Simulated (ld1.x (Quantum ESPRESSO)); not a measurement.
# gallium, PAW: configuration errors across variants

- Element: gallium
- Generator: ld1.x (Quantum ESPRESSO) 7.5
- Type: PAW
- Functional: PBE
- Relativity: scalar-relativistic
- Frozen core: [Ar]
- Valence charge: 13
- Reference configuration: 3d10 4s2 4p1
- Partial waves: 4s (bound): rcut 1.75, rcutus 2.20 bohr; 4s channel at -0.05 Ry: rcut 1.75, rcutus 2.20 bohr; 4p (bound): rcut 1.95, rcutus 2.50 bohr; 4p channel at 1.7 Ry: rcut 1.95, rcutus 2.50 bohr; 3d (bound): rcut 0.75, rcutus 1.00 bohr; 3d channel at -0.55 Ry: rcut 0.75, rcutus 1.00 bohr
- Local potential: all-electron potential smoothed inside 2.15 bohr (lloc = -2)
- Core correction: Bessel-smoothed model core inside 0.75 bohr
- Augmentation charge: BESSEL, radius 0.85 bohr

All-electron excitation energies from the reference (eV): (1) 3d10 4s2 4p0 5.688; (2) 3d10 4s1 4p0 26.816; (3) 3d10 4s0 4p0 58.088; (4) 3d10 4s2 4p1.3 -0.534; (5) 3d10 4s1 4p2 6.538; (6) 3d10 4s1 4p1 13.060; (7) 3d9 4s2 4p1 27.696.

Errors AE − PS in meV (a dash: test not solved or not reliable):

| change | (1) | (2) | (3) | (4) | (5) | (6) | (7) | bound ghosts |
| --- | --- | --- | --- | --- | --- | --- | --- | --- |
| base | -0.7 | -1.5 | -12 | +0.1 | +0.1 | -0.2 | -167 | none |
| waves 3d (bound): rcut 0.64, rcutus 0.68 bohr; 3d channel at -0.55 Ry: rcut 0.64, rcutus 0.68 bohr | -0.7 | -1.5 | -12 | +0.1 | 0.0 | -0.3 | -175 | none |
| waves 3d (bound): rcut 0.74, rcutus 0.78 bohr; 3d channel at -0.55 Ry: rcut 0.74, rcutus 0.78 bohr | -0.7 | -2.5 | -17 | +0.1 | -0.3 | -0.8 | -174 | none |
| waves 3d (bound): rcut 0.75, rcutus 0.92 bohr; 3d channel at -0.55 Ry: rcut 0.75, rcutus 0.92 bohr | -0.7 | -2.2 | -15 | +0.1 | -0.1 | -0.6 | -170 | none |
| waves 3d (bound): rcut 0.75, rcutus 1.18 bohr; 3d channel at -0.55 Ry: rcut 0.75, rcutus 1.18 bohr | -0.7 | +0.7 | -3.0 | +0.1 | +0.4 | +0.4 | -156 | none |
| waves 3d (bound): rcut 0.75, rcutus 1.34 bohr; 3d channel at -0.55 Ry: rcut 0.75, rcutus 1.34 bohr | -0.6 | +1.2 | -2.6 | +0.1 | +0.2 | +0.4 | -134 | none |
| waves 3d (bound): rcut 0.75, rcutus 1.52 bohr; 3d channel at -0.55 Ry: rcut 0.75, rcutus 1.52 bohr | -0.6 | +0.1 | -8.1 | +0.1 | 0.0 | -0.1 | -56 | none |

Question: Give the same row for: waves 3d (bound): rcut 0.75, rcutus 1.04 bohr; 3d channel at -0.55 Ry: rcut 0.75, rcutus 1.04 bohr.

Answer: -0.7, -0.8, -8.9, +0.1, +0.2, 0.0, -164; bound ghosts: none.
